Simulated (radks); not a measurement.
Neutral scandium inside a hard spherical wall (all orbitals vanish at R), configuration held at [Ar] 3d1 4s2 and not refilled when levels cross. Method: non-relativistic Kohn-Sham, PBE, spin-polarised, spherical densities, point nucleus; open shells are filled with parallel spins first; computed with a radial shooting solver on a logarithmic mesh with Libxc functionals. Eigenvalues in eV for spin up, with the zero of energy where the potential of the charges vanishes at infinity; a dash marks a level that is unbound or too diffuse for the functional's potential to be trusted. A positive occupied level is held by the wall or, in an anion where self-interaction has pushed it up, behind a barrier. The pressure on the wall is -dE/dV.

| R (bohr) | E (hartree) | kinetic (hartree) | e(3s) | e(3p) | e(4s) | e(3d) | e(4p, empty) | e(5s, empty) | pressure (GPa) |
|---|---|---|---|---|---|---|---|---|---|
| free | -760.39089 | 759.667 | -54.740 | -33.923 | -4.265 | -3.651 | -1.539 | - | 0 |
| 20 | -760.39089 | 759.667 | -54.740 | -33.923 | -4.265 | -3.651 | -1.539 | - | < 0.0001 |
| 12 | -760.39071 | 759.669 | -54.720 | -33.904 | -4.251 | -3.633 | -1.490 | 0.940 | 0.00319 |
| 8 | -760.37975 | 759.742 | -54.206 | -33.394 | -3.839 | -3.168 | -0.740 | 5.232 | 0.404 |
| 6 | -760.31061 | 760.057 | -52.595 | -31.807 | -2.207 | -1.714 | 1.695 | 14.563 | 5.18 |
| 5 | -760.17090 | 760.566 | -50.664 | -29.924 | 0.416 | 0.097 | 5.280 | 26.336 | 21.2 |
| 4 | -759.74605 | 761.931 | -47.078 | -26.450 | 7.293 | 3.767 | 14.042 | 52.105 | 107 |
| 3.5 | -759.22297 | 763.558 | -44.018 | -23.461 | 14.980 | 7.197 | 23.274 | 77.094 | 278 |
| 3 | -758.12533 | 766.971 | -39.052 | -18.478 | 29.790 | 13.140 | 40.152 | 119.86 | 834 |
| 2.5 | -755.51939 | 774.934 | -29.813 | -8.799 | 61.106 | 24.677 | 73.853 | 199.60 | 3030 |
| 2 | -748.31737 | 795.417 | -9.251 | 13.364 | 134.93 | 49.747 | 149.01 | 366.53 | 14000 |
